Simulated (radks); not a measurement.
Q: Species: Lu LXIII. Configuration: [He] 2s2 2p5. Method: Dirac Kohn-Sham, PBE, spin-unpolarised, spherical densities, finite nucleus; open shells fill j = l - 1/2 first; Fermi nuclear charge, rms radius 5.37 fm; computed with a radial shooting solver on a logarithmic mesh with Libxc functionals. Some entries of the table are withheld. Estimate them.

orbital,occ.,eigenvalue (eV),<1/r> (bohr^-1)
1s1/2,2,(1),(2)
2s1/2,2,-15967.92,20.36
2p1/2,2,(3),(4)
2p3/2,3,(5),(6)

A: 
(1) 1s1/2 eigenvalue (eV): -68832.06
(2) 1s1/2 <1/r> (bohr^-1): 82.26
(3) 2p1/2 eigenvalue (eV): -15592.18
(4) 2p1/2 <1/r> (bohr^-1): 20.27
(5) 2p3/2 eigenvalue (eV): -14415.61
(6) 2p3/2 <1/r> (bohr^-1): 17.35
